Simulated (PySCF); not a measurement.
Excited states of Li⁺ (lithium, charge +1)

Ground state 1s2, ¹S. All numbers are calculated (PySCF 2.14, the non-relativistic Hamiltonian (point nucleus), in aug-cc-pVTZ with one added diffuse shell each of s, p, d, f type (6s5p4d3f, 62 functions)). Vertical excitation energies in eV without spin-orbit coupling; excited terms of each kind are numbered among those the solver found. Frozen: nothing.

```csv
term,leading excitation,EOM-EE-CCSD,measured centre of gravity (NIST)
1 3S,1s → s,58.879,59.021 (1s2s)
1 1S,1s → s,60.435,69.280 (1s3s)
1 3P°,1s → p,60.819,61.281 (1s2p)
1 1P°,1s → p,61.571,62.216 (1s2p)
2 3S,1s → s,68.280,n/a
2 1S,1s → s,68.620,n/a
2 3P°,1s → p,68.657,n/a
1 3D,1s → d,68.813,n/a
1 1D,1s → d,68.815,n/a
2 1P°,1s → p,68.909,n/a
2 3D,1s → d,71.664,n/a
2 1D,1s → d,71.666,n/a
1 3F°,1s → f,71.960,n/a
1 1F°,1s → f,71.960,n/a
```

Only the lower part of the computed list is shown. Doubly excited terms such as np² are absent. The solver can miss terms. Rydberg members are limited by the diffuse functions of the basis.
